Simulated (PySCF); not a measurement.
## Excitation energy of Cu by level of theory

Cu [Ar] 3d10 4s1 (2S) → Cu [Ar] 3d10 4p1 (2P), as a difference of total energies. Computed with PySCF 2.14 in x2c-QZVPPall, with scalar relativity by spin-free X2C-1e. Correlated levels: valence: [Ar] frozen; valence and next inner shell: [Ne] frozen. The calculations carry no spin-orbit coupling.

Order these methods by the excitation energy they give, lowest first.
A. SCS-MP2 (valence)
B. B2PLYP
C. SCS-MP2 (valence and next inner shell)
D. MP2 (valence and next inner shell)

A (3.791 eV), C (3.839 eV), B (3.930 eV), D (3.955 eV).

Errors of the correlated levels include the incompleteness of this basis and the frozen core.

The basis was made for the ground configuration and has no added diffuse functions, so the excitation energy can come out too high.

For comparison: 3.806 eV (measured; NIST levels, between the centres of gravity of the two terms).
